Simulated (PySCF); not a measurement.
## From a computed spectrum to the compound

A species of 5 atoms with charge -1 has these harmonic modes (PBE0, small Gaussian bases with core potentials, PySCF 2.14.0):

| cm⁻¹ | km/mol | symmetry |
| --- | --- | --- |
| 115 | 0.0 | e |
| 115 | 0.0 | e |
| 123 | 39.1 | t2 |
| 123 | 39.1 | t2 |
| 123 | 39.1 | t2 |
| 520 | 129.9 | t2 |
| 520 | 129.9 | t2 |
| 520 | 129.9 | t2 |
| 540 | 0.0 | a1 |

Question: Which species is it, and in which structure?

Answer: [TmF4]− (singlet in the valence; each metal's 4f electrons, 12 of them, lie in its core potential, out of spins and levels):
```xyz
5

Tm    0.0000    0.0000    0.0000
F     1.1758    1.1758    1.1758
F    -1.1758   -1.1758    1.1758
F     1.1758   -1.1758   -1.1758
F    -1.1758    1.1758   -1.1758
```
Ideal gas at 298.15 K and 1 bar: S = 356.1 J/(mol K), Cp = 93.7 J/(mol K), H − H(0 K) = 21.2 kJ/mol (rigid rotor, harmonic modes, spin degeneracy alone, that of the 4f electrons in the core included). An lcecp potential fixes the number of 4f electrons, so in runs with it no electron can move into or out of that shell.
 This is one of several that fit.
